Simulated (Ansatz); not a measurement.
Ga6As6H18, a cluster cut from wurtzite GaAs (hydrogen-capped), 30 atoms. Hardware: 2 threads of AMD EPYC 7R13 on a shared host and a share (18 GiB) of an NVIDIA H100 80GB HBM3.

Correlated methods freeze 108 core orbitals; core or outer-core shells of As, Ga are correlated, in sets that lack core-valence functions. Single mean-field runs in def2-SVP, def2-TZVP are fitted with def2-universal-jkfit.

How many basis functions does each of these Ansatz runs have, and roughly what does it cost? MP2/def2-SVP, charge 0 singlet, energy, from earlier orbitals; r2SCAN-D4/def2-TZVP, charge 0 singlet, energy and forces, from earlier orbitals; PBE0-D4/def2-TZVP, charge 0 triplet at the geometry of the charge 0 singlet, energy; PBE0-D4/def2-SVP, charge 0 singlet, energy, from earlier orbitals; RPA@PBE/def2-SVP, charge 0 singlet, energy, from earlier orbitals; HF/STO-3G, charge 0 singlet, energy; PBE-D4/def2-TZVP, charge 0 triplet at the geometry of the charge 0 singlet, energy, from earlier orbitals; PBE0-D4/def2-TZVP, charge -1 doublet at the geometry of the charge 0 singlet, energy; HF/def2-TZVP, charge -1 doublet at the geometry of the charge 0 singlet, energy, from earlier orbitals; PBE-D4/def2-SVP, charge 0 singlet, relaxation, 7 steps; revPBE-D4/def2-TZVP, charge 0 singlet, energy, from earlier orbitals; PBE0-D4/def2-TZVP, charge 0 singlet, energy and forces, from earlier orbitals.

Other jobs shared the machine, so times can vary by a factor of up to 3. A dash marks memory too small to be measured apart from the calling script's.

| run | functions | fitting or Cholesky vectors | wall time | peak host memory (GiB) |
| --- | --- | --- | --- | --- |
| HF/STO-3G, charge 0 singlet, energy | 234 | 2463 | 6 s | – |
| PBE0-D4/def2-SVP, charge 0 singlet, energy, from earlier orbitals | 474 | 3516 | 6.5 s | – |
| revPBE-D4/def2-TZVP, charge 0 singlet, energy, from earlier orbitals | 684 | 3516 | 7 s | – |
| r2SCAN-D4/def2-TZVP, charge 0 singlet, energy and forces, from earlier orbitals | 684 | 3516 | 9 s | 1.2 |
| MP2/def2-SVP, charge 0 singlet, energy, from earlier orbitals | 474 | 4755 | 11 s | 1.3 |
| PBE0-D4/def2-TZVP, charge 0 singlet, energy and forces, from earlier orbitals | 684 | 3516 | 13 s | 2.8 |
| RPA@PBE/def2-SVP, charge 0 singlet, energy, from earlier orbitals | 474 | 4755 | 17 s | 3.1 |
| PBE0-D4/def2-TZVP, charge -1 doublet at the geometry of the charge 0 singlet, energy | 684 | 3516 | 20 s | 1.4 |
| PBE-D4/def2-TZVP, charge 0 triplet at the geometry of the charge 0 singlet, energy, from earlier orbitals | 684 | 3516 | 21 s | 1.3 |
| HF/def2-TZVP, charge -1 doublet at the geometry of the charge 0 singlet, energy, from earlier orbitals | 684 | 3516 | 21 s | – |
| PBE-D4/def2-SVP, charge 0 singlet, relaxation, 7 steps | 474 | 3516 | 28 s | – |
| PBE0-D4/def2-TZVP, charge 0 triplet at the geometry of the charge 0 singlet, energy | 684 | 3516 | 64 s | 1.4 |
